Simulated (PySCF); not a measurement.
PySCF job for CHF2, SMILES F[CH]F, multiplicity 2, TDA-B3LYP/def2-TZVPD. Geometry: PBE0-D3(BJ)/def2-TZVP. The isomer is the one that the SMILES or the coordinates give; other isomers of the formula were not compared.

```python
import numpy as np
from pyscf import gto, scf, dft, tdscf

mol = gto.M(
    atom='''
    F     0.02824961   -0.24055168   -1.09046281
    C    -0.14937468    0.48300980    0.00000000
    F     0.02824961   -0.24055168    1.09046280
    H     0.38775510    1.43187143    0.00000000
    ''',
    basis='def2-TZVPD',
    charge=0,
    spin=1,
    max_memory=1600,
    verbose=4,
)
mf = dft.UKS(mol, xc='b3lyp').density_fit(auxbasis='def2-universal-jkfit')
mf.grids.level = 3
mf.conv_tol = 1e-9
mf.max_cycle = 100
mf.kernel()
fine, coarse = mf.grids, dft.Grids(mol).set(level=1).build(with_non0tab=True)
for _ in range(3):  # follow internal instabilities
    mf.grids = coarse
    mo, _, stable, _ = mf.stability(return_status=True, nroots=4)
    mf.grids = fine
    if stable:
        break
    mf.kernel(mf.make_rdm1(mo, mf.mo_occ))
mf.grids = dft.Grids(mol).set(level=1).build(with_non0tab=True)  # coarser grid for the response kernel
td = tdscf.TDA(mf)
td.nstates = 10
td.conv_tol = 1e-4
td.positive_eig_threshold = 1e-6
td.kernel(x0=td.get_init_guess(mf, 15))
td.analyze()
```

It prints:

```
PySCF version 2.14.0

[INPUT] verbose = 4
[INPUT] num. atoms = 4
[INPUT] num. electrons = 25
[INPUT] charge = 0
[INPUT] spin (= nelec alpha-beta = 2S) = 1
[INPUT] symmetry False subgroup None
[INPUT] Mole.unit = angstrom
[INPUT] Symbol           X                Y                Z      unit          X                Y                Z       unit  Magmom
[INPUT]  1 F      0.028249610000  -0.240551680000  -1.090462810000 AA    0.053384026026  -0.454576794004  -2.060676059924 Bohr   0.0
[INPUT]  2 C     -0.149374680000   0.483009800000   0.000000000000 AA   -0.282277235145   0.912756237481   0.000000000000 Bohr   0.0
[INPUT]  3 F      0.028249610000  -0.240551680000   1.090462800000 AA    0.053384026026  -0.454576794004   2.060676041026 Bohr   0.0
[INPUT]  4 H      0.387755100000   1.431871430000   0.000000000000 AA    0.732750942403   2.705844848289   0.000000000000 Bohr   0.0

nuclear repulsion = 70.5350662081753
number of shells = 46
number of NR pGTOs = 173
number of NR cGTOs = 126
basis = def2-TZVPD
ecp = {}


[settings echo left out]
init E= -238.729984012399
  alpha nocc = 13  HOMO = -0.152799558217943  LUMO = 0.00778222279980056
  beta  nocc = 12  HOMO = -0.446099116159075  LUMO = -0.15279955821795

WARN: HOMO -0.152799558217943 >= LUMO -0.15279955821795

cycle= 1 E= -238.364288081391  delta_E= 0.366  |g|= 0.447  |ddm|= 1.12
  alpha nocc = 13  HOMO = -0.254345535202479  LUMO = 0.00176476706424111
  beta  nocc = 12  HOMO = -0.365987912397217  LUMO = -0.118251499164575
  HOMO = -0.254345535202  LUMO = -0.118251499165  gap/eV = 3.70331
cycle= 2 E= -238.260970496837  delta_E= 0.103  |g|= 0.748  |ddm|= 0.611
  alpha nocc = 13  HOMO = -0.242169322572639  LUMO = 0.0112386623324028
  beta  nocc = 12  HOMO = -0.433711068598985  LUMO = -0.0897224191243673
  HOMO = -0.242169322573  LUMO = -0.0897224191244  gap/eV = 4.14829
cycle= 3 E= -238.42692295249  delta_E= -0.166  |g|= 0.0336  |ddm|= 0.305
  alpha nocc = 13  HOMO = -0.240981787421799  LUMO = 0.0131420259101418
  beta  nocc = 12  HOMO = -0.426276512851827  LUMO = -0.0814615503419347
  HOMO = -0.240981787422  LUMO = -0.0814615503419  gap/eV = 4.34077
cycle= 4 E= -238.42730141266  delta_E= -0.000378  |g|= 0.0112  |ddm|= 0.0332
  alpha nocc = 13  HOMO = -0.245140612543928  LUMO = 0.0129271923464209
  beta  nocc = 12  HOMO = -0.428625123668437  LUMO = -0.0824544966641305
  HOMO = -0.245140612544  LUMO = -0.0824544966641  gap/eV = 4.42691
cycle= 5 E= -238.427357935419  delta_E= -5.65e-05  |g|= 0.00346  |ddm|= 0.0169
  alpha nocc = 13  HOMO = -0.244203030847164  LUMO = 0.0131230935869766
  beta  nocc = 12  HOMO = -0.427784817429137  LUMO = -0.0808901745161279
  HOMO = -0.244203030847  LUMO = -0.0808901745161  gap/eV = 4.44397
cycle= 6 E= -238.427364963933  delta_E= -7.03e-06  |g|= 0.000828  |ddm|= 0.00346
  alpha nocc = 13  HOMO = -0.244497232808005  LUMO = 0.0131331846491776
  beta  nocc = 12  HOMO = -0.427837656154336  LUMO = -0.0809363410805446
  HOMO = -0.244497232808  LUMO = -0.0809363410805  gap/eV = 4.45072
cycle= 7 E= -238.427365590667  delta_E= -6.27e-07  |g|= 0.000191  |ddm|= 0.00152
  alpha nocc = 13  HOMO = -0.244487982287513  LUMO = 0.0131334737970121
  beta  nocc = 12  HOMO = -0.427833599134959  LUMO = -0.0809162675194841
  HOMO = -0.244487982288  LUMO = -0.0809162675195  gap/eV = 4.45101
cycle= 8 E= -238.427365621047  delta_E= -3.04e-08  |g|= 5.32e-05  |ddm|= 0.000293
  alpha nocc = 13  HOMO = -0.244486031386455  LUMO = 0.0131361261903891
  beta  nocc = 12  HOMO = -0.427831374030613  LUMO = -0.0809162970680468
  HOMO = -0.244486031386  LUMO = -0.080916297068  gap/eV = 4.45096
cycle= 9 E= -238.427365623069  delta_E= -2.02e-09  |g|= 9.57e-06  |ddm|= 8.14e-05
  alpha nocc = 13  HOMO = -0.244485802749729  LUMO = 0.0131357151708009
  beta  nocc = 12  HOMO = -0.427833717751712  LUMO = -0.0809174378850877
  HOMO = -0.24448580275  LUMO = -0.0809174378851  gap/eV = 4.45092
cycle= 10 E= -238.427365623126  delta_E= -5.79e-11  |g|= 2.07e-06  |ddm|= 1.44e-05
  alpha nocc = 13  HOMO = -0.244485809766473  LUMO = 0.0131358007561744
  beta  nocc = 12  HOMO = -0.427833657779952  LUMO = -0.0809174724038009
  HOMO = -0.244485809766  LUMO = -0.0809174724038  gap/eV = 4.45092
Extra cycle  E= -238.427365623131  delta_E= -4.38e-12  |g|= 8.79e-07  |ddm|= 2.64e-06
converged SCF energy = -238.427365623131  <S^2> = 0.75229075  2S+1 = 2.0022894
tot grids = 18256
uhf_internal: lowest eigs of H = [0.41654714 0.47239952 0.47412447 0.52346398]
<class 'pyscf.df.df_jk.DFUKS'> wavefunction is stable in the internal stability analysis
tot grids = 18256
Overwritten attributes  positive_eig_threshold  of <class 'pyscf.tdscf.uks.TDA'>


******** <class 'pyscf.tdscf.uks.TDA'> for <class 'pyscf.df.df_jk.DFUKS'> ********
nstates = 10
deg_eia_thresh = 1.000e-03
wfnsym = None
conv_tol = 0.0001
eigh lindep = 1e-12
eigh level_shift = 0
eigh max_cycle = 100


Excitation energies (eV)
[5.74263974 6.52891768 6.53261399 7.31214535 7.4970837  7.87889392
 8.42611962 8.50875926 8.52870874 8.65462712]

** Excitation energies and oscillator strengths **
Excited State   1:      5.74264 eV    215.90 nm  f=0.0174
      13a ->   14a      0.99087
Excited State   2:      6.52892 eV    189.90 nm  f=0.0005
      13a ->   15a     -0.97827
      13a ->   20a      0.14356
Excited State   3:      6.53261 eV    189.79 nm  f=0.0070
      13a ->   16a     -0.97274
      13a ->   18a     -0.15198
      13a ->   23a      0.14379
Excited State   4:      7.31215 eV    169.56 nm  f=0.0314
      13a ->   17a      0.86584
      12b ->   13b      0.47471
Excited State   5:      7.49708 eV    165.38 nm  f=0.0056
      13a ->   17a     -0.47959
      12b ->   13b      0.86552
Excited State   6:      7.87889 eV    157.36 nm  f=0.0002
      10b ->   13b     -0.24300
      11b ->   13b     -0.96624
Excited State   7:      8.42612 eV    147.14 nm  f=0.0085
      13a ->   16a      0.18203
      13a ->   18a     -0.71520
      13a ->   21a     -0.22454
      13a ->   23a      0.20198
      10b ->   13b      0.57530
      11b ->   13b     -0.12770
Excited State   8:      8.50876 eV    145.71 nm  f=0.0166
      13a ->   18a      0.63726
      13a ->   21a     -0.17467
      10b ->   13b      0.70427
      11b ->   13b     -0.17899
Excited State   9:      8.52871 eV    145.37 nm  f=0.0264
      13a ->   15a     -0.14259
      13a ->   19a      0.44418
      13a ->   20a     -0.85696
      13a ->   22a      0.10882
Excited State  10:      8.65463 eV    143.26 nm  f=0.0219
      13a ->   19a     -0.88621
      13a ->   20a     -0.43384
      13a ->   22a      0.12403

** Transition electric dipole moments (AU) **
state          X           Y           Z        Dip. S.      Osc.
  1         0.3053      0.1748      0.0000      0.1237      0.0174
  2         0.0551     -0.0196     -0.0000      0.0034      0.0005
  3        -0.0000      0.0000     -0.2096      0.0439      0.0070
  4         0.3137     -0.2774      0.0000      0.1753      0.0314
  5         0.0344      0.1713      0.0000      0.0305      0.0056
  6         0.0000      0.0000      0.0349      0.0012      0.0002
  7        -0.0000     -0.0000      0.2032      0.0413      0.0085
  8         0.0000     -0.0000      0.2821      0.0796      0.0166
  9         0.3557      0.0024     -0.0000      0.1265      0.0264
 10         0.2394      0.2142     -0.0000      0.1032      0.0219

** Transition velocity dipole moments (imaginary part, AU) **
state          X           Y           Z        Dip. S.      Osc.
  1         0.0539      0.0172      0.0000      0.0032      0.0101
  2         0.0498     -0.0010     -0.0000      0.0025      0.0069
  3        -0.0000      0.0000     -0.0319      0.0010      0.0028
  4         0.0833     -0.0617      0.0000      0.0108      0.0267
  5        -0.0360      0.0524      0.0000      0.0040      0.0098
  6        -0.0000      0.0000     -0.0101      0.0001      0.0002
  7        -0.0000      0.0000      0.0181      0.0003      0.0007
  8         0.0000     -0.0000      0.0192      0.0004      0.0008
  9         0.0449     -0.0080     -0.0000      0.0021      0.0044
 10         0.0576      0.0452      0.0000      0.0054      0.0112

** Transition magnetic dipole moments (imaginary part, AU) **
state          X           Y           Z
  1        -0.0000      0.0000      0.4449
  2         0.0000      0.0000     -0.2882
  3         0.0170      0.6319      0.0000
  4         0.0000     -0.0000      0.2349
  5         0.0000     -0.0000      0.7014
  6        -0.0630      0.2404      0.0000
  7        -0.0107      0.1419     -0.0000
  8         0.0106     -0.2394      0.0000
  9        -0.0000      0.0000      0.6057
 10        -0.0000      0.0000      0.3751
```

The calculation finished and met its thresholds.
